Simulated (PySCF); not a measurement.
C2H7F2NSi, SMILES N[SiH2]CC(F)F. Atoms are numbered in the order given.

```xyz
13

N      2.8078     0.1706     0.0000
Si     1.1938    -0.4501     0.0000
C     -0.1369     0.9173     0.0000
C     -1.5617     0.4362     0.0000
F     -1.7987    -0.3322    -1.0923
F     -1.7987    -0.3322     1.0923
H      3.2109     0.5760     0.8361
H      3.2109     0.5760    -0.8361
H      1.0258    -1.2750    -1.2306
H      1.0258    -1.2750     1.2306
H      0.0190     1.5570     0.8844
H      0.0190     1.5570    -0.8844
H     -2.3099     1.2500     0.0000
```
Charge 0, spin multiplicity 1.

Geometry: PBE0-D3(BJ)/def2-SVP. The structure was generated by enumeration, and PubChem lists no compound with its InChIKey, so it may never have been made. Other conformers were not sampled.

Two levels are set side by side: PBE/pcSseg-1 (PySCF) and HF/pcSseg-1 (PySCF). GIAO shifts against CFCl3 (¹⁹F), NH3 (¹⁵N), TMS (²⁹Si), TMS (¹H), TMS (¹³C) at the same level; non-relativistic, no solvent, atoms listed together averaged. Differences are taken from unrounded values.

```tsv
quantity	HF	PBE	PBE minus HF
δ(¹⁵N) of N1 (ppm)	0.3	9.2	9.0
δ(²⁹Si) of Si2 (ppm)	-36.0	-37.9	-1.9
δ(¹³C) of C3 (ppm)	25.7	32.6	6.9
δ(¹³C) of C4 (ppm)	106.5	126.1	19.5
δ(¹⁹F) of F5, F6 (ppm)	-102.2	-145.2	-43.0
δ(¹H) of H7, H8 (ppm)	0.54	0.07	-0.47
δ(¹H) of H9, H10 (ppm)	4.80	5.37	0.58
δ(¹H) of H11, H12 (ppm)	1.16	1.38	0.21
δ(¹H) of H13 (ppm)	5.83	6.59	0.76
```

Rough cost on one machine, each run with all the roots and properties that it gave: HF against PBE within a factor of 2.
